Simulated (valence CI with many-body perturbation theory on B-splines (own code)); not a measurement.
## E1 line list for K¹³⁺

Method: configuration interaction combined with many-body perturbation theory (CI+MBPT): four valence electrons over a frozen Dirac-Fock core [He], radial functions for each j: 11 s, 11 p, 9 d, 7 f, 5 g, 2 h, 1 i, with the one-electron correlation potential Σ1, the two-electron term Σ2, the three-electron term Σ3, Breit, model QED; selected CI, second order for the rest (own B-spline code, finite nucleus).

No measured levels were compared; by estimate levels of excited configurations hold to 0.05 to 0.15 % of their energy, terms of the ground configuration to about 0.5 %.

Lines 151 to 200 of 232 in falling wavelength, among levels below 4167.7 × 10³ cm⁻¹, chosen from the strongest by gf and those to the six lowest levels. Wavelengths and rates use the calculated energies, so an error of 300 cm⁻¹ moves a line at 2.694 nm by 0.0081 % and its rate by three times that or more. Electric multipoles are in the length gauge, E1 and E2 with the static RPA response of the core. Weak lines are less certain than strong ones. Lines between different terms over intervals too small for the method are left out, as are lines whose strength nearly cancels. Where a level lies close to another of its J and parity, the split of strength between their lines is uncertain. The highest levels of a list are the least certain.

Names give the largest LS component (configuration and term), which can be under half, so a name can repeat, a term be missing and a line seem to break the LS rules; names also repeat where a configuration has a term twice. Letters in brackets count levels of one name in rising energy.

| λ vac (nm) | Upper | Lower | A (s⁻¹) | log gf | Branch % |
| --- | --- | --- | --- | --- | --- |
| 2.694 | 2s2 2p 3d 3D°_1 | 2s2 2p2 1S_0 | 3.19e+10 | -1.98 | 0.6 |
| 2.674 | 2s2 2p 3d 3P°_1 | 2s2 2p2 1S_0 | 8.36e+09 | -2.57 | 0.2 |
| 2.659 | 2s2 2p 3d 3F°_2 | 2s2 2p2 1D_2 | 3.90e+11 | -0.68 | 74.5 |
| 2.650 | 2s2 2p 3d 3F°_3 | 2s2 2p2 1D_2 | 6.17e+10 | -1.34 | 13.5 |
| 2.648 | 2s2 2p 3d 1P°_1 | 2s2 2p2 1S_0 | 3.99e+12 | 0.10 | 94.6 |
| 2.647 | 2s2 2p 3d 1D°_2 | 2s2 2p2 1D_2 | 1.08e+12 | -0.25 | 51.7 |
| 2.638 | 2s 2p2 3p 3S°_1 | 2s2 2p2 1S_0 | 1.51e+10 | -2.33 | 1.8 |
| 2.635 | 2s 2p2 3p 5D°_1 | 2s2 2p2 1S_0 | 5.02e+09 | -2.80 | 1.3 |
| 2.635 | 2s2 2p 3d 3D°_1 | 2s2 2p2 1D_2 | 6.24e+09 | -2.71 | 0.1 |
| 2.631 | 2s 2p2 3s 3D_3 | 2s 2p3 5S°_2 | 9.76e+08 | -3.15 | 0.1 |
| 2.630 | 2s2 2p 3d 3D°_2 | 2s2 2p2 1D_2 | 2.79e+11 | -0.84 | 7.0 |
| 2.622 | 2s2 2p 3d 3D°_3 | 2s2 2p2 1D_2 | 1.54e+10 | -1.95 | 0.3 |
| 2.618 | 2s2 2p 3d 3P°_2 | 2s2 2p2 1D_2 | 2.86e+11 | -0.83 | 7.3 |
| 2.616 | 2s2 2p 3d 3P°_1 | 2s2 2p2 1D_2 | 4.24e+10 | -1.88 | 1.2 |
| 2.612 | 2s2 2p 3d 3F°_2 | 2s2 2p2 3P_2 | 1.19e+11 | -1.22 | 22.6 |
| 2.604 | 2s2 2p 3d 3F°_3 | 2s2 2p2 3P_2 | 3.96e+11 | -0.55 | 86.3 |
| 2.602 | 2s 2p2 3p 3D°_1 | 2s2 2p2 1S_0 | 7.60e+09 | -2.64 | 0.6 |
| 2.602 | 2s2 2p 3d 3F°_2 | 2s2 2p2 3P_1 | 1.41e+10 | -2.15 | 2.7 |
| 2.600 | 2s2 2p 3d 1D°_2 | 2s2 2p2 3P_2 | 1.15e+11 | -1.24 | 5.5 |
| 2.598 | 2s 2p2 3d 5F_1 | 2s 2p3 5S°_2 | 1.60e+09 | -3.31 | 14.7 |
| 2.596 | 2s 2p2 3d 5F_2 | 2s 2p3 5S°_2 | 1.27e+10 | -2.19 | 50.4 |
| 2.593 | 2s 2p2 3d 5F_3 | 2s 2p3 5S°_2 | 3.42e+10 | -1.62 | 73.4 |
| 2.592 | 2s2 2p 3d 1F°_3 | 2s2 2p2 1D_2 | 6.81e+12 | 0.68 | 99.6 |
| 2.591 | 2s2 2p 3d 1P°_1 | 2s2 2p2 1D_2 | 1.66e+11 | -1.30 | 3.9 |
| 2.590 | 2s2 2p 3d 1D°_2 | 2s2 2p2 3P_1 | 8.97e+11 | -0.35 | 42.8 |
| 2.588 | 2s2 2p 3d 3D°_1 | 2s2 2p2 3P_2 | 8.84e+09 | -2.57 | 0.2 |
| 2.584 | 2s2 2p 3d 3D°_2 | 2s2 2p2 3P_2 | 3.33e+10 | -1.78 | 0.8 |
| 2.582 | 2s 2p2 3p 3S°_1 | 2s2 2p2 1D_2 | 3.99e+09 | -2.92 | 0.5 |
| 2.580 | 2s 2p2 3p 3P°_1 | 2s2 2p2 1S_0 | 1.64e+09 | -3.31 | 0.1 |
| 2.580 | 2s 2p2 3d 5D_1 | 2s 2p3 5S°_2 | 1.59e+11 | -1.32 | 80.0 |
| 2.579 | 2s 2p2 3d 5D_2 | 2s 2p3 5S°_2 | 4.75e+11 | -0.63 | 91.2 |
| 2.578 | 2s2 2p 3d 3D°_1 | 2s2 2p2 3P_1 | 1.04e+12 | -0.51 | 20.3 |
| 2.578 | 2s 2p2 3p 5D°_1 | 2s2 2p2 1D_2 | 2.45e+09 | -3.13 | 0.6 |
| 2.578 | 2s 2p2 3d 5D_3 | 2s 2p3 5S°_2 | 9.52e+11 | -0.18 | 99.4 |
| 2.577 | 2s2 2p 3d 3D°_3 | 2s2 2p2 3P_2 | 5.12e+12 | 0.55 | 99.7 |
| 2.574 | 2s2 2p 3d 3D°_2 | 2s2 2p2 3P_1 | 3.65e+12 | 0.26 | 92.1 |
| 2.572 | 2s2 2p 3d 3P°_2 | 2s2 2p2 3P_2 | 3.31e+12 | 0.22 | 84.8 |
| 2.571 | 2s2 2p 3d 3P°_1 | 2s2 2p2 3P_2 | 1.35e+12 | -0.40 | 38.8 |
| 2.569 | 2s2 2p 3d 3D°_1 | 2s2 2p2 3P_0 | 4.02e+12 | 0.08 | 78.7 |
| 2.564 | 2s 2p2 3d 3P_2 | 2s 2p3 5S°_2 | 5.81e+10 | -1.54 | 3.0 |
| 2.563 | 2s 2p2 3d 5P_3 | 2s 2p3 5S°_2 | 5.13e+12 | 0.55 | 99.9 |
| 2.562 | 2s2 2p 3d 3P°_2 | 2s2 2p2 3P_1 | 3.09e+11 | -0.82 | 7.9 |
| 2.561 | 2s2 2p 3d 3P°_1 | 2s2 2p2 3P_1 | 2.03e+12 | -0.22 | 58.3 |
| 2.560 | 2s2 2p 3d 3P°_0 | 2s2 2p2 3P_1 | 3.08e+12 | -0.52 | 100.0 |
| 2.559 | 2s 2p2 3d 5P_2 | 2s 2p3 5S°_2 | 5.60e+12 | 0.44 | 99.0 |
| 2.558 | 2s 2p2 3d 5P_1 [a] | 2s 2p3 5S°_2 | 3.75e+12 | 0.04 | 87.3 |
| 2.557 | 2s 2p2 3d 5P_1 [b] | 2s 2p3 5S°_2 | 2.14e+12 | -0.20 | 71.7 |
| 2.557 | 2s 2p2 3p 5P°_3 | 2s2 2p2 1D_2 | 1.24e+09 | -3.07 | 2.5 |
| 2.556 | 2s 2p2 3d 3P_1 | 2s 2p3 5S°_2 | 1.17e+11 | -1.46 | 8.2 |
| 2.552 | 2s2 2p 3d 3P°_1 | 2s2 2p2 3P_0 | 5.16e+10 | -1.82 | 1.5 |
